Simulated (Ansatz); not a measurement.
A run on `FC(F)(Cl)C(F)(F)Cl` with other settings.

```yaml
crystal:
  periodic: [false, false, false]
  atoms:
    - {symbol: F, position_ang: [0.267863, -1.566980, -0.725053]}
    - {symbol: C, position_ang: [-0.250752, -0.345600, -0.649732]}
    - {symbol: F, position_ang: [0.153945, 0.355660, -1.703708]}
    - {symbol: Cl, position_ang: [-2.005133, -0.446917, -0.644550]}
    - {symbol: C, position_ang: [0.250754, 0.345604, 0.649730]}
    - {symbol: F, position_ang: [-0.154153, -0.355467, 1.703748]}
    - {symbol: F, position_ang: [-0.267668, 1.567079, 0.724864]}
    - {symbol: Cl, position_ang: [2.005153, 0.446622, 0.644700]}
basis:
  gaussian: {orbitals: def2-mTZVPP}
hamiltonian: {xc: {name: LC-wPBE}}
output: {forces: true}
```

```sh
$ ansatz run in.yaml --threads 2 --pin off --events-out ev --progress --plain --max-ram 22528MiB --backend cpu
```

It prints (some lines left out):

```
Functional definition: LC-wPBE
1500 factors; their error is unknown
490 factors; integrals over basis functions are off by at most 1.4e-5 eV
mean field evaluation 1: about -37973.3059 eV, gradient 5.5e1 eV
mean field evaluation 2: about -37972.1596 eV, gradient 6.7e1 eV
mean field evaluation 4: about -37978.1732 eV, gradient 9.4e-1 eV
mean field evaluation 8: about -37978.1616 eV, gradient 5.3e-2 eV
mean field evaluation 16: about -37978.1616 eV, gradient 2.6e-5 eV
mean field -37978.16157703 eV, -1395.6716954332 hartree, gradient 1.7e-5 eV, S^2 0.000000; 0 other end points of the search recorded, 0 dependent functions left out
reference -37978.16157703 eV, -1395.6716954334 hartree; 41, 41 occupied and 147, 147 virtual orbitals, 1500 factors
Total energy: -37978.16157703 eV, -1395.6716954334 hartree
Atom 0 at     0.267863    -1.566980    -0.725053 Å, force     0.070300    -0.176771     0.018349 eV/Å
Atom 1 at    -0.250752    -0.345600    -0.649732 Å, force    -0.251334     0.075322     0.177168 eV/Å
Atom 2 at     0.153945     0.355660    -1.703708 Å, force     0.052515     0.124515    -0.135125 eV/Å
Atom 3 at    -2.005133    -0.446917    -0.644550 Å, force     0.095732     0.000264    -0.010757 eV/Å
Atom 4 at     0.250754     0.345604     0.649730 Å, force     0.251334    -0.075332    -0.177163 eV/Å
Atom 5 at    -0.154153    -0.355467     1.703748 Å, force    -0.052474    -0.124607     0.135079 eV/Å
Atom 6 at    -0.267668     1.567079     0.724864 Å, force    -0.070334     0.176750    -0.018246 eV/Å
Atom 7 at     2.005153     0.446622     0.644700 Å, force    -0.095740    -0.000140     0.010695 eV/Å
Dipole moment:     0.000002    -0.000026     0.000013 e Å
```

Run time 4.3 s (2 threads of an AMD EPYC 7R13 on a shared host); peak host memory 0.46 GiB.
